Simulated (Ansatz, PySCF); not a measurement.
The pair A = CH4O (SMILES CO) (first 6 atoms), B = C2H6 (SMILES CC); geometry from B3LYP-D3(BJ)/def2-TZVP.
(charge 0, multiplicity 1):
```json
[
 {"atom": "C", "x (Å)": "-0.6336", "y (Å)": "0.2408", "z (Å)": "0.0527"},
 {"atom": "O", "x (Å)": "0.6830", "y (Å)": "-0.1554", "z (Å)": "0.4083"},
 {"atom": "H", "x (Å)": "-1.2481", "y (Å)": "-0.6085", "z (Å)": "-0.2651"},
 {"atom": "H", "x (Å)": "-0.5412", "y (Å)": "0.9309", "z (Å)": "-0.7846"},
 {"atom": "H", "x (Å)": "-1.1428", "y (Å)": "0.7587", "z (Å)": "0.8730"},
 {"atom": "H", "x (Å)": "0.6286", "y (Å)": "-0.7709", "z (Å)": "1.1462"},
 {"atom": "C", "x (Å)": "-0.1220", "y (Å)": "-0.7592", "z (Å)": "3.7011"},
 {"atom": "C", "x (Å)": "0.1489", "y (Å)": "0.7392", "z (Å)": "3.8048"},
 {"atom": "H", "x (Å)": "-0.4977", "y (Å)": "-1.1658", "z (Å)": "4.6419"},
 {"atom": "H", "x (Å)": "0.7881", "y (Å)": "-1.3119", "z (Å)": "3.4538"},
 {"atom": "H", "x (Å)": "-0.8723", "y (Å)": "-0.9784", "z (Å)": "2.9371"},
 {"atom": "H", "x (Å)": "-0.7623", "y (Å)": "1.2888", "z (Å)": "4.0482"},
 {"atom": "H", "x (Å)": "0.5402", "y (Å)": "1.1355", "z (Å)": "2.8667"},
 {"atom": "H", "x (Å)": "0.8812", "y (Å)": "0.9528", "z (Å)": "4.5854"}
]
```

Correlated levels freeze the cores. Rows in 6-31G* carry no dispersion term and start afresh at each structure (6-31G* with six Cartesian d functions).

The values were computed with Ansatz (Gaussian basis) for Hartree–Fock, density functionals and correlated methods; PySCF for 6-31G* rows. 

Total energies (hartree), monomers frozen at their geometry in the pair:

```json
[
 {"structure": "AB", "HF/aug-cc-pVDZ": "-194.2979535", "B3LYP/6-31G*": "-195.5466136", "MP2/aug-cc-pVDZ": "-194.9764802"},
 {"structure": "A in the pair's basis", "HF/aug-cc-pVDZ": "-115.0618487", "B3LYP/6-31G*": "-115.7164010", "MP2/aug-cc-pVDZ": "-115.4227383"},
 {"structure": "B in the pair's basis", "HF/aug-cc-pVDZ": "-79.2374840", "B3LYP/6-31G*": "-79.8305950", "MP2/aug-cc-pVDZ": "-79.5516285"},
 {"structure": "A", "HF/aug-cc-pVDZ": "-115.0615044", "B3LYP/6-31G*": "-115.7142676", "MP2/aug-cc-pVDZ": "-115.4216629"},
 {"structure": "B", "HF/aug-cc-pVDZ": "-79.2372312", "B3LYP/6-31G*": "-79.8303043", "MP2/aug-cc-pVDZ": "-79.5507236"}
]
```

Problem. Work out the interaction energy without and with the counterpoise correction, and the superposition error, for each level.

Solution. 
E(AB) − E(A) − E(B), times 627.509 kcal/mol, with the monomers in their own basis and then in the pair's basis:
- HF/aug-cc-pVDZ: 0.49 uncorrected, 0.87 corrected; the monomers gain 0.37 kcal/mol from borrowed functions
- B3LYP/6-31G*: -1.28 uncorrected, 0.24 corrected; the monomers gain 1.52 kcal/mol from borrowed functions
- MP2/aug-cc-pVDZ: -2.57 uncorrected, -1.33 corrected; the monomers gain 1.24 kcal/mol from borrowed functions

Ansatz is an electronic-structure program.
